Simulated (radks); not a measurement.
Species: Gd44+. Configuration: [Ar] 3d2.

Calculated with a radial shooting solver on a logarithmic mesh with Libxc functionals: scalar-relativistic Kohn-Sham, PBE, spin-polarised, spherical densities, finite nucleus; open shells are filled with parallel spins first (spin-orbit coupling, left out, can overturn this in heavy ions); Fermi nuclear charge, rms radius 5.1569 fm.

Energy parts (eV):
part                      energy
total                 -261722.71
kinetic                283954.98
electron-nucleus      -580039.27
Hartree                 38636.64
exchange-correlation    -4275.06

Orbitals (lengths in bohr, moments of r in powers of bohr; r(90%) holds 90 % of the orbital's charge):
1s up: occ. 1; eigenvalue (eV) -52718.87; r(90%) 0.0396; <r> 0.02191
1s down: occ. 1; eigenvalue (eV) -52718.77; r(90%) 0.0396; <r> 0.02191
2s up: occ. 1; eigenvalue (eV) -10833.90; r(90%) 0.143; <r> 0.09259
2s down: occ. 1; eigenvalue (eV) -10824.19; r(90%) 0.143; <r> 0.09254
2p up: occ. 3; eigenvalue (eV) -9939.060; r(90%) 0.133; <r> 0.08166
2p down: occ. 3; eigenvalue (eV) -9931.608; r(90%) 0.133; <r> 0.08159
3s up: occ. 1; eigenvalue (eV) -4050.236; r(90%) 0.333; <r> 0.2289
3s down: occ. 1; eigenvalue (eV) -4039.767; r(90%) 0.333; <r> 0.2291
3p up: occ. 3; eigenvalue (eV) -3775.892; r(90%) 0.332; <r> 0.2241
3p down: occ. 3; eigenvalue (eV) -3765.008; r(90%) 0.333; <r> 0.2244
3d up: occ. 2; eigenvalue (eV) -3471.130; r(90%) 0.304; <r> 0.1987
3d down: occ. 0; eigenvalue (eV) -3457.123; r(90%) 0.304; <r> 0.1991
4s up: occ. 0; eigenvalue (eV) -2079.171; r(90%) 0.615; <r> 0.4373
4s down: occ. 0; eigenvalue (eV) -2075.437; r(90%) 0.616; <r> 0.4378
4p up: occ. 0; eigenvalue (eV) -1968.886; r(90%) 0.625; <r> 0.4399
4p down: occ. 0; eigenvalue (eV) -1965.081; r(90%) 0.626; <r> 0.4405

The highest occupied level is 3d up at -3471.1 eV. The spin density at the nucleus is -17.07 e/bohr^3 (1s -2.53, 2s -56.10, 3s 41.55). The density falls to 0.001 e/bohr^3 at r = 0.70 bohr. Summed over all electrons, <r^2> = 0.6293 bohr^2, which gives a Langevin (diamagnetic) susceptibility term of -0.498 x 10^-6 cm^3/mol. The electron density at the nucleus is 6.577e+05 e/bohr^3 (large components only). For comparison, the ionisation energy in NIST's Atomic Spectra Database is 3546 eV (theoretical). In exact Kohn-Sham theory the highest level is minus the ionisation energy, but local and semilocal functionals leave it too shallow, through self-interaction and a potential that decays too fast; potentials with the right tail come closer.
